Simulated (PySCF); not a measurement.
# Phosphorus: highly charged ions in a basis for the neutral atom

P⁸⁺ [He] 2s2 2p3, P⁹⁺ [He] 2s2 2p2. All numbers are calculated (PySCF 2.14, the non-relativistic Hamiltonian (point nucleus), in 6-31G* (4s3p1d, 18 functions)). No spin-orbit coupling, so a gap to NIST mixes the basis error with missing relativistic terms.

Changed run: basis of the neutral atom used for a highly charged ion. This setting is unsound on purpose.

```csv
species,method,sound run (hartree),changed run (hartree),converged
P⁸⁺,UHF,not run,-304.80922,yes
P⁸⁺,LDA,not run,-303.75905,yes
P⁸⁺,M06-2X,not run,-305.01847,yes
P⁹⁺,UHF,not run,-290.93882,yes
P⁹⁺,LDA,not run,-289.87957,yes
P⁹⁺,M06-2X,not run,-291.14411,yes
```

Ionisation energy of P⁸⁺:

| method | changed run (eV) | NIST (eV) |
| --- | --- | --- |
| UHF | 377.43 | 372.31 ± 0.21 |
| LDA | 377.68 | 372.31 ± 0.21 |
| M06-2X | 377.54 | 372.31 ± 0.21 |

The contracted functions were made for the neutral atom and can be too rigid for a highly charged ion.
